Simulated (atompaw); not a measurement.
Before and after: PAW (atompaw) potential for Li (Z = 3)

Li, PAW, made with atompaw 4.2.0.5 (PBEsol, scalar-relativistic). Core none, reference 1s2 2s0 2p0 (charge +1). Waves: 1s (bound): rc 0.55 bohr; 2s (bound, empty): rc 3.00 bohr; 2p (bound, empty): rc 3.00 bohr; 2p channel at 2.05 Ry: rc 3.00 bohr; 3d channel at 0.3 Ry: rc 3.00 bohr; 3d channel at 1.55 Ry: rc 3.00 bohr. Local part: bessel scheme, radius 1.95 bohr. Core correction: none. Augmentation charge: sinc compensation charge, radius 2.45 bohr; PAW radius 3.00 bohr; waves and projectors: custom rrkj vanderbiltortho.

All-electron outer shells of the reference configuration (PBEsol, scalar-relativistic, ld1.x):

| shell | level (eV) | outermost node (bohr) | outermost maximum (bohr) |
| --- | --- | --- | --- |
| 1s | -59.84 | – | 0.36 |
| 2s | -6.69 | 0.82 | 2.59 |
| 2p | -4.66 | – | 2.59 |

Change: all radii scaled by about 0.87 (s 0.48, p 2.60, d 2.60 bohr); local potential bessel scheme, radius 1.70 bohr; augmentation sinc compensation charge, radius 2.12 bohr; PAW radius 2.60 bohr; waves and projectors: custom rrkj vanderbiltortho.

Cutoffs: the cutoffs (Ry, on a coarse ladder) from which the occupation-weighted sum of valence levels, in a spherical-Bessel basis at the reference potential, stays within 10 and 1 mRy of its value at 400 Ry; they do not see the model core or the augmentation charge, which bear on the density cutoff.

Task: What does the change do?

Result: The potential gets harder (140 Ry and 180 Ry → 180 Ry and 230 Ry); neither file shows a bound ghost. A smaller radius makes the pseudo-wave follow the all-electron one further in, where it bends more sharply, so more plane waves are needed.

```
                            quantity                    base                 changed
                       cutoff, loose                  140 Ry                  180 Ry
                       cutoff, tight                  180 Ry                  230 Ry
                        bound ghosts                    none                    none
lowest overlap eigenvalue by channel  s 0.54, p 0.91, d 0.97  s 0.54, p 0.56, d 0.97
```

 The cutoffs see the waves, projectors and local potential, not the compensation charge or the core.
